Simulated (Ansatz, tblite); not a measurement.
Forces on the cluster Ti₄⁺ at its PBE-D4/def2-SVP geometry. Total charge 1; doublet.

The xTB rows come from tblite. At r2SCAN-D4/def2-TZVP the charge 1 doublet is spin-contaminated (final ⟨S²⟩ up to 3.02, 0.75 for a pure state). The geometry of the doublet was relaxed on an unsound state (⟨S²⟩ 2.80, where a pure state has 0.75). At PBE0-D4/def2-TZVP a sextet of charge 1 lies 0.12 eV below the doublet, each at its own geometry. The structure comes from a short search, and lower isomers may exist.

GFN1-xTB (tblite), largest force 5.69 eV/Å:

```xyz
4
positions Å, forces eV/Å
Ti   -0.108   -1.311    0.762   -0.422   -4.947    2.772
Ti    1.380    0.598    0.222    5.174    2.237    0.744
Ti   -0.216   -0.254   -1.495   -0.773   -0.913   -5.349
Ti   -1.056    0.967    0.511   -3.978    3.622    1.833
```

GFN2-xTB (tblite), largest force 8.15 eV/Å:

```
Ti -0.605 -7.087 3.973
Ti 7.412 3.207 1.069
Ti -1.109 -1.311 -7.674
Ti -5.698 5.190 2.631
```

r2SCAN-D4/def2-TZVP (Ansatz), largest force 0.49 eV/Å:

```
Ti 0.291 -0.021 0.089
Ti 0.122 -0.235 0.151
Ti -0.056 -0.058 -0.359
Ti -0.357 0.314 0.119
```
